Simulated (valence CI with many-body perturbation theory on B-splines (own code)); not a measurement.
## Hyperfine factors and g values of In²⁸⁺

Computed by configuration interaction combined with many-body perturbation theory (CI+MBPT): three valence electrons over a frozen Dirac-Fock core [Ar], radial functions for each j: 7 s, 7 p, 8 d, 6 f, 4 g, 1 h, with the one-electron correlation potential Σ1 (screened to all orders), the two-electron term Σ2, the three-electron term Σ3, Breit, model QED; selected single and double excitations, second order for the rest, scaled by the run's own slope (own B-spline code, finite nucleus).

The last digits are not significant, and no measured levels were compared; by estimate large intervals hold to a few tenths of a per cent, small ones and those within an open d or f shell to about a per cent. Only levels of the ground parity were solved; by the run's estimate the other parity begins above the list, which can be wrong where configurations are misplaced.

A/g_I is the dipole constant over the nuclear g factor μ/I (μ in nuclear magnetons, uniformly magnetised nucleus), B/Q the quadrupole constant per barn. Both hold the static response of the core; the bare values leave it out. Large factors of s and p1/2 electrons are usually good to 5 to 10 %; those of open d and f shells near neutrality can be off by tens of per cent, and small factors of p3/2, d and f electrons come from cancelling terms and can be off by a factor of two or in sign, in half-filled shells by more. B is blank for J = 1/2, where it vanishes, and for nearly pure S terms. Energies count from the lowest level.

Names give the largest LS component (configuration and term), which can be under half, so a name can repeat, a term be missing and a line seem to break the LS rules; names also repeat where a configuration has a term twice. Letters in brackets count levels of one name in rising energy.

```
         Level  E (cm⁻¹)      g  A/g_I (MHz)  A/g_I bare  B/Q (MHz/b)  B/Q bare
    3d3 4F_3/2         0  0.523        22600       22300        -8340     -8530
    3d3 4F_5/2     47829  1.037        12800       12800        -5510     -5630
    3d3 4F_7/2     79161  1.161        11800       12000        -2490     -2560
    3d3 4P_3/2     91243  1.341        10300       10600        -6760     -6910
    3d3 4F_9/2     94830  1.167        12900       13000         4750      4840
    3d3 4P_1/2    107050  2.042       -10900       -9920                       
    3d3 2G_7/2    148950  0.973        13100       13100         5340      5460
    3d3 2H_9/2    156770  1.094        11700       11800        10700     10900
    3d3 4P_5/2    159520  1.528         4030        4510        12200     12500
3d3 2D_3/2 [a]    180980  1.170        11900       12100       -13000    -13300
    3d3 2P_1/2    191730  1.287        -2050       -1710                       
   3d3 2H_11/2    203530  1.087        12400       12500        28000     28600
3d3 2D_5/2 [a]    218970  1.204        10900       11100        -4030     -4120
    3d3 2G_9/2    243710  1.081         9940       10100         8040      8220
    3d3 2F_5/2    245270  0.941        10600       10600        17800     18200
    3d3 2F_7/2    252430  1.124        12300       12500         6850      7010
    3d3 2P_3/2    265660  1.200        10900       11000         3000      3050
3d3 2D_3/2 [b]    363440  0.812        18900       18700        15600     15900
3d3 2D_5/2 [b]    373540  1.157         9540        9710         8940      9140
```

(1) Take the isotope of mass number 113, with I = 9/2, μ = 5.5208 μN and Q = 0.761 b. What is the hyperfine structure of 3d3 2H_9/2?

Answers

(1) From the table A = 14300 MHz, B = 8150 MHz. Shifts from the centre of gravity in MHz: F = 0: -350000, F = 1: -336000, F = 2: -309000, F = 3: -267000, F = 4: -211000, F = 5: -141000, F = 6: -55400, F = 7: 44700, F = 8: 160000, F = 9: 292000.
